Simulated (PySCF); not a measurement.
An unknown is described by computed data only.

Elements present: B, C, F, H and Si. Monoisotopic mass: 120.0549 u.

* Rotational structure: rotational constants A, B, C: 2.654, 1.163, 1.072 GHz [PBE0-D3(BJ)/def2-SVP]
* UV, first state: lowest singlet excitation: 4.62 eV (268 nm, f = 0.024) [TDDFT CAM-B3LYP/def2-SVPD]
* Dipole: 2.01 D [CAM-B3LYP/def2-SVPD]
* 1H NMR: chemical shifts (computed TMS as zero) by class: 3.26 (2 H), 1.46 (6 H) ppm [GIAO KT3/pcSseg-1]
* Triplet: lowest triplet excitation (Tamm–Dancoff): 3.79 eV [TDA CAM-B3LYP/def2-SVPD]
* 13C NMR: chemical shifts (computed TMS as zero) by class: 22.9 (2 C) ppm [GIAO KT3/pcSseg-1]
* Valence photoelectron: vertical ionisation energy: 9.73 eV [ΔSCF CAM-B3LYP/def2-SVPD]
* UV, strongest line: among the 10 lowest singlet transitions: S9 at 8.10 eV (153 nm, f = 0.185) [TDDFT CAM-B3LYP/def2-SVPD]

Electronic properties: PySCF, gas phase, density fitting. Levels stand in brackets. Isolated species at its PBE0-D3(BJ)/def2-SVP geometry (one conformer only). Each NMR value is the plain mean over a class of atoms that symmetry, rotation or inversion makes alike.

Problem. Which formula fits the mass and the elements?

Solution. C2H8B2F2Si (calculated 120.0549). No other formula that holds each of these elements comes within 0.0003 u with a fitting electron parity and a possible valence count.

Problem. Give a SMILES that accounts for the data.

Solution. Numbering: `[CH3:1][B:2]([CH3:3])[SiH2:4][B:5]([F:6])[F:7]`. 2 carbons fall into 1 class: sp3 carbon bound to boron [C1/C3] (22.9 ppm, 2 C). Hydrogen classes from least to most shielded: 2 H on an SiH2 silicon, Si4 (3.26 ppm), 6 H on 2 like atoms (sp3 carbon bound to boron), C1/C3 (1.46 ppm, a mean of values up to 1.1 ppm apart in this geometry). S1 is mainly HOMO→LUMO (weight 0.91); the largest Löwdin shares of the orbital it empties are 0.29 on the SiH2 silicon, 0.27 on a three-coordinate boron, 0.09 on a three-coordinate boron and 0.09 on an sp3 carbon bound to boron, of the orbital it fills 0.30 on a three-coordinate boron, 0.18 on the SiH2 silicon, 0.14 on a three-coordinate boron and 0.08 on an sp3 carbon bound to boron. The optimised geometry has point group C1 and is an asymmetric top. Structure: `FB([SiH2]B(C)C)F`. The assignments are read from this structure; whether some other isomer fits the data as well wasn't checked.

Conformer computed: `[CH3:1][B:2]([CH3:3])[SiH2:4][B:5]([F:6])[F:7]`: C1–B2–Si4–B5 92°, B2–Si4–B5–F6 -84°.
